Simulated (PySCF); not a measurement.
# Correlation energy of Zn(3+) (zinc, charge +3)

[Ar] 3d9, 2D determinant. All numbers are calculated (PySCF 2.14, scalar relativity by spin-free X2C-1e, in ANO-RCC-VTZP). Frozen: [Ne]; 17 electrons correlated.

| level | correlation energy (mhartree) |
| --- | --- |
| CCSD | -577.55 |
| (T) | -7.46 |
| CCSD(T) | -585.01 |

Diagnostics: T1 = 0.0065, D1 = 0.0125, largest double amplitude 0.015.

Task: Is a single reference adequate?

Result: Yes: T1 lies below 0.03 and no double amplitude reaches 0.07.
